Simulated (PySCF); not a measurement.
Radial density of Cl²⁺ (chlorine, charge +2)

BP86, [Ne] 3s2 3p3, high-spin 4S determinant. All numbers are calculated (PySCF 2.14, the spin-free X2C one-electron Hamiltonian (Gaussian nucleus), in aug-cc-pVTZ-DK (6s5p3d2f, 50 functions)).

```tsv
r (bohr)	4πr²ρ (e/bohr)	4πr²(ρα − ρβ)
0.00190	0.1658	0.0000
0.00319	0.4280	0.0000
0.00537	1.081	0.0001
0.00903	2.612	0.0001
0.0152	5.839	0.0005
0.0255	11.42	0.0023
0.0430	17.77	0.0126
0.0723	19.24	0.0607
0.122	14.18	0.2209
0.204	15.19	0.4696
0.344	19.09	0.3344
0.579	8.597	0.0332
0.973	3.608	1.5152
1.64	3.157	1.9095
2.75	0.4407	0.3186
4.63	0.005086	0.0044
7.79	1.124e-05	0.0000
```

Densities and radii are taken from the X2C orbitals without a picture-change correction, which distorts them close to the nucleus.
